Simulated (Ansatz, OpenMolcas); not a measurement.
**Si2H6O2 (SMILES O[SiH2][SiH2]O): the vertical energy of the triplet above the singlet, rung by rung**

The species is Si2H6O2 (10 atoms), meant as a singlet with charge 0. As SMILES, `O[SiH2][SiH2]O`. The shape is that of a PBE0-D4/def2-TZVP optimisation. This is one conformer, not always the lowest.

Quantity: the vertical energy of the triplet above the singlet, in eV. The values are calculated.

```csv
level,kind,program,value (eV),less CCSD(T)/6-31G*,CPU time (all runs)
HF/6-31G* (spherical functions),Hartree–Fock,OpenMolcas,5.53,+0.39,9.8 s
M06-L/6-31G* (spherical functions),meta-GGA,OpenMolcas,4.87,-0.27,71 s
r2SCAN/6-31G* (spherical functions),meta-GGA,Ansatz,4.52,-0.62,42 s
B3LYP/6-31G* (spherical functions),global hybrid,Ansatz,4.73,-0.41,25 s
M06-2X/6-31G* (spherical functions),hybrid meta-GGA,OpenMolcas,5.05,-0.09,72 s
wB97X/6-31G* (spherical functions),range-separated hybrid,Ansatz,5.18,+0.04,1.8 min
MP2/6-31G* (spherical functions),perturbation theory,Ansatz,5.25,+0.11,5.9 s
CCSD(T)/6-31G* (spherical functions),coupled cluster or CI,Ansatz,5.14,0.00,57 s
```

CCSD(T)/6-31G* (spherical functions) is the highest level here, not the true value. The values span 4.52 to 5.53 eV. A triplet this far above the singlet is often a Rydberg-like or dissociative state; sets without diffuse functions put Rydberg states too high. Times are those of the runs behind each value, whatever else they computed, on shared processors of several kinds: orders of magnitude only.
